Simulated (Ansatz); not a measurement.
**Which is lower?**

The two ends of one reaction step of AlH₂Cl₂F, closed shell (PBE0-D4/def2-TZVP).

A:

```xyz
6
angstrom
Al -0.2527 -0.5657 0.2358
F -1.7862 0.0093 0.1826
Cl 0.4519 -1.7142 -1.3399
Cl 0.8019 -0.4708 2.0183
H 0.0314 1.4835 -0.5528
H 0.7537 1.2578 -0.5439
```

B:

```
atom    x (Å)    y (Å)    z (Å)
 Al1   0.5450  -0.2873   0.0496
  F2  -1.3720   0.4754  -0.0330
 Cl3   0.3373  -1.9222  -1.2455
 Cl4   0.6862  -0.6823   2.1032
  H5  -1.3140   1.3459  -0.3614
  H6   1.1175   1.0705  -0.5128
```

Computed with Ansatz 0.2.0 (basis: def2-TZVPP); correlated methods freeze the cores. B3LYP uses VWN-RPA correlation.

(1) Which structure is lower at CCSD(T), and by how much? (To be estimated.)

The T1 diagnostic stays at or below 0.010.

## Answers

(1) Computed: A, by 28.55 kcal/mol (electronic energy, against the other). By their contacts, A is a complex of AlCl₂F ([F][Al]([Cl])[Cl]) + H₂ and B is AlH₂Cl₂F ([FH][AlH]([Cl])[Cl]).

All methods give the same order:

```csv
method,E(B) − E(A) (kcal/mol)
SPW92,25.77
PBE-D4,28.04
BLYP-D4,30.23
r2SCAN-D4,29.82
B97M-V,26.78
PBE0-D4,27.41
B3LYP-D4,29.46
r2SCAN0-D4,28.90
BHLYP-D4,28.84
CAM-B3LYP-D4,28.80
wB97X-V,28.21
wB97M-V,28.11
B2PLYP,29.54
PBE-QIDH,28.08
RPA on PBE,28.00
HF,27.90
MP2,29.78
CCSD,28.37
CCSD(T),28.55
```

Labels in which every atom is bracketed show which atoms are joined, not bond orders.

For scale, one of the runs: CCSD(T)/def2-TZVPP, 185 basis functions (an equivalent command: `ansatz run in.yaml --threads 2`). Time: 19 s of wall clock on 2 CPU threads; the host was shared. Peak host memory: 1.8 GiB.
